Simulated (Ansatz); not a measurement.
One change: `CB/C=C/Br` becomes `Br/C=C/I`.

Ansatz, PBE0-D4/def2-TZVP geometries, multiplicity 1. Each molecule was computed in one conformer, which needn't be the lowest.

Elements past krypton have def2 core potentials. Scalar relativity is left out up to krypton.

```tsv
property	`CB/C=C/Br`
LUMO energy (B3LYP/def2-TZVPP) / eV	-2.20
HOMO–LUMO gap (B3LYP/def2-TZVPP) / eV	5.31
LUMO energy (ωB97M-V/def2-TZVPP) / eV	-0.01
HOMO energy (PBE/def2-TZVPP) / eV	-6.68
size of the dipole moment (ωB97M-V/def2-TZVPP) / D	0.93
HOMO–LUMO gap (ωB97M-V/def2-TZVPP) / eV	9.83
```

(1) What does the change do to each property? (An estimate is asked.)

Answers

(1) Ansatz gave: 
```json
{"property": "LUMO energy (B3LYP/def2-TZVPP) / eV", "`Br/C=C/I`": "-1.41", "shift": "0.79"}
{"property": "HOMO–LUMO gap (B3LYP/def2-TZVPP) / eV", "`Br/C=C/I`": "5.42", "shift": "0.11"}
{"property": "LUMO energy (ωB97M-V/def2-TZVPP) / eV", "`Br/C=C/I`": "0.83", "shift": "0.84"}
{"property": "HOMO energy (PBE/def2-TZVPP) / eV", "`Br/C=C/I`": "-5.98", "shift": "0.70"}
{"property": "size of the dipole moment (ωB97M-V/def2-TZVPP) / D", "`Br/C=C/I`": "0.29", "shift": "-0.64"}
{"property": "HOMO–LUMO gap (ωB97M-V/def2-TZVPP) / eV", "`Br/C=C/I`": "9.96", "shift": "0.13"}
```

With PBE0 the HOMO rises by 0.68 eV and the LUMO rises by 0.84 eV, so the gap widens by about 0.16 eV. PBE moves the HOMO by 0.70 eV and ωB97M-V by 0.71 eV. Dipoles are sizes alone; their direction can turn.

B3LYP here is the variant with VWN-RPA as its local correlation; programs differ in this.

Spin–orbit coupling is left out; it splits and shifts lone-pair levels of the heavy atoms by tenths of an eV.
